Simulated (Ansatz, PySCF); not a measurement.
H₆Se, SMILES [SeH6]. Atoms are numbered in the order given.

```xyz
7

Se     0.0000     0.0000     0.0000
H      0.0000     1.5613     0.0000
H      0.0000    -1.5613     0.0000
H     -1.5613     0.0000     0.0000
H      1.5613     0.0000     0.0000
H      0.0000     0.0000     1.5613
H      0.0000     0.0000    -1.5613
```

The structure is a stationary point at B3LYP-D3(BJ)/def2-TZVP.

Two levels are set side by side: PBE-D3(BJ)/def2-TZVP (Ansatz, a first-principles code) and B3LYP-D3(BJ)/def2-TZVP (PySCF). Each level has its own optimised geometry; the coordinates shown are those of the second. Frequencies come from the Hessian of PySCF at each geometry. Differences are taken from unrounded values.

| quantity | B3LYP-D3(BJ) |
|---|---|
| mean bond length (Å) | 1.561 |
| bond Se1–H2 (Å) | 1.561 |
| bond Se1–H3 (Å) | 1.561 |
| bond Se1–H4 (Å) | 1.561 |
| bond Se1–H5 (Å) | 1.561 |
| bond Se1–H6 (Å) | 1.561 |
| bond Se1–H7 (Å) | 1.561 |
| highest harmonic wavenumber (cm⁻¹) | 2051 |
| mean harmonic wavenumber (cm⁻¹) | 1429 |
| zero-point energy (kcal/mol) | 30.64 |

Problem. What does PBE-D3(BJ) give, and how far is it from B3LYP-D3(BJ)? (An estimate is asked for; the answer gives what the named calculation found.)

Solution. 
| quantity | PBE-D3(BJ) | PBE-D3(BJ) minus B3LYP-D3(BJ) |
|---|---|---|
| mean bond length (Å) | 1.576 | 0.015 |
| bond Se1–H2 (Å) | 1.576 | 0.015 |
| bond Se1–H3 (Å) | 1.576 | 0.015 |
| bond Se1–H4 (Å) | 1.576 | 0.015 |
| bond Se1–H5 (Å) | 1.576 | 0.015 |
| bond Se1–H6 (Å) | 1.576 | 0.015 |
| bond Se1–H7 (Å) | 1.576 | 0.015 |
| highest harmonic wavenumber (cm⁻¹) | 1979 | -72 |
| mean harmonic wavenumber (cm⁻¹) | 1374 | -55 |
| zero-point energy (kcal/mol) | 29.46 | -1.18 |

Exact exchange shortens and stiffens bonds; PBE has none. Differences between two approximate levels are no errors against the true value.
